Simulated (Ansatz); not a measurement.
Consider the ligand exchange at the Si–S bond: `C[SiH2][S][GaH2]` + `[OH][GeH3]` → `C[SiH2][O][GeH3]` + `[SH][GaH2]`.

Program: Ansatz. Geometries: PBE0-D4/def2-TZVP. ΔE: electronic, gas phase. CCSD(T)/CBS is the MP2 limit (def2-TZVPP, def2-QZVPP) plus CCSD(T) − MP2 in def2-TZVPP, frozen cores. DFT in def2-TZVPP. For Ga, Ge outer-core shells are correlated without core-valence functions, which leaves a few kJ/mol of doubt a bond. Scalar relativity is left out up to krypton. Each species was taken in one conformer, which may not be the lowest.

`C[SiH2][S][GaH2]`:

Cartesian coordinates in Å:
```
C -1.364 -0.942 0.221
Si 0.166 -0.816 -0.839
S 0.603 1.212 -1.382
Ga 1.295 1.967 0.564
H -2.219 -0.486 -0.282
H -1.599 -1.990 0.425
H -1.215 -0.435 1.177
H 1.329 -1.412 -0.131
H -0.030 -1.539 -2.123
H 1.727 3.465 0.598
H 1.306 0.974 1.772
```

`[OH][GeH3]`:

Z-matrix (Å, degrees):
```
Ge
O 1 1.783
H 1 1.531 2 104.3
H 1 1.541 2 109.9 3 119.6
H 1 1.541 2 109.9 3 -119.6
H 2 0.959 1 112.7 3 180.0
```

`C[SiH2][O][GeH3]`:

Z-matrix (Å, degrees):
```
C
Si 1 1.858
H 1 1.092 2 110.8
H 1 1.093 2 110.4 3 -119.9
H 1 1.092 2 110.8 3 120.2
O 2 1.638 1 108.9 3 -60.1
H 2 1.493 1 110.4 3 179.1
H 2 1.493 1 110.4 3 60.6
Ge 6 1.774 2 133.9 1 179.8
H 9 1.533 6 105.6 2 -179.8
H 9 1.538 6 108.6 2 -60.0
H 9 1.538 6 108.6 2 60.5
```

`[SH][GaH2]`:

Cartesian coordinates in Å:
```
S -1.462 -0.211 0.607
Ga 0.618 0.264 0.073
H -1.718 -0.899 -0.517
H 1.398 1.106 1.128
H 1.164 -0.260 -1.291
```

CCSD(T)/CBS gives -42.9 kJ/mol.

Task: Another level gave -41.9 kJ/mol. Which?
A. B97M-V/def2-TZVPP
B. HF/def2-TZVPP
C. BHLYP-D4/def2-TZVPP
D. r2SCAN-D4/def2-TZVPP

Result: D. r2SCAN-D4 -41.9, BHLYP-D4 -51.1, HF/def2-TZVPP -66.5, B97M-V -46.2 kJ/mol.

Task: What do rigid-rotor, harmonic-oscillator terms from PBE0-D4/def2-TZVP frequencies (298.15 K, 1 bar) make of the CCSD(T)/CBS value? (Estimate.)

Result: Ansatz gave: ΔZPE = -5.4 kJ/mol, ΔH = -48.3 kJ/mol, ΔS = 14 J/(mol·K), ΔG = -52.5 kJ/mol. Modes under 50 cm⁻¹ make the entropy rough.

Largest T1 diagnostic among the species: 0.013.

Leaving LDA and LC-ωPBE aside and taking each functional with its dispersion term where it has one, the values, not all of them listed here, spread over 25.7 kJ/mol, from CAM-B3LYP-D4 to revPBE-D4. From BLYP to BHLYP (50 % exact exchange), in def2-TZVPP and without D4, ΔE moves by −7.2 kJ/mol.
